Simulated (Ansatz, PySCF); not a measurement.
This Ansatz (a first-principles code) input computes a r2SCAN/def2-TZVPD energy:

Ansatz 0.2 input:
```yaml
crystal:
  periodic: [false, false, false]
  atoms:
    - {symbol: B, position_ang: [-0.01740047, 0.05001778, -0.00019811]}
    - {symbol: C, position_ang: [1.53677170, -0.23653702, -0.00330876]}
    - {symbol: C, position_ang: [-1.05816218, -1.13922958, 0.00875798]}
    - {symbol: N, position_ang: [-0.47750970, 1.37260517, -0.00543670]}
    - {symbol: H, position_ang: [1.82210434, -0.82992170, 0.87133875]}
    - {symbol: H, position_ang: [1.81701068, -0.83860540, -0.87365821]}
    - {symbol: H, position_ang: [2.15701438, 0.66337081, -0.00959750]}
    - {symbol: H, position_ang: [-2.10302693, -0.81855813, 0.01021218]}
    - {symbol: H, position_ang: [-0.91145416, -1.78774902, -0.86097053]}
    - {symbol: H, position_ang: [-0.90636050, -1.77906532, 0.88402643]}
    - {symbol: H, position_ang: [0.13676918, 2.17011492, -0.01119846]}
    - {symbol: H, position_ang: [-1.45414384, 1.61668835, -0.00380053]}
basis:
  gaussian:
    orbitals: def2-TZVPD
hamiltonian:
  xc: {name: r2SCAN}
output: {forces: true}
```

### Question
Write an input for the same energy in PySCF and say what it gives.

### Answer

```python
from pyscf import gto, scf, dft

mol = gto.M(
    atom='''
    B    -0.01740047    0.05001778   -0.00019811
    C     1.53677170   -0.23653702   -0.00330876
    C    -1.05816218   -1.13922958    0.00875798
    N    -0.47750970    1.37260517   -0.00543670
    H     1.82210434   -0.82992170    0.87133875
    H     1.81701068   -0.83860540   -0.87365821
    H     2.15701438    0.66337081   -0.00959750
    H    -2.10302693   -0.81855813    0.01021218
    H    -0.91145416   -1.78774902   -0.86097053
    H    -0.90636050   -1.77906532    0.88402643
    H     0.13676918    2.17011492   -0.01119846
    H    -1.45414384    1.61668835   -0.00380053
    ''',
    basis='def2-tzvpd',
    charge=0,
    spin=0,
    verbose=4,
)

mf = dft.RKS(mol, xc='r2scan').density_fit(auxbasis='def2-universal-jkfit')
mf.grids.level = 4
mf.conv_tol = 1e-9
mf.max_cycle = 100
mf.max_memory = 1500
mf.kernel()
if not mf.converged:
    mf = mf.newton()
    mf.kernel(mf.make_rdm1())
mf.analyze()
```
It gives -160.65513 Eh, and Ansatz -160.65502 Eh, a difference of 0.11 mEh, from the treatment of integrals and grids.
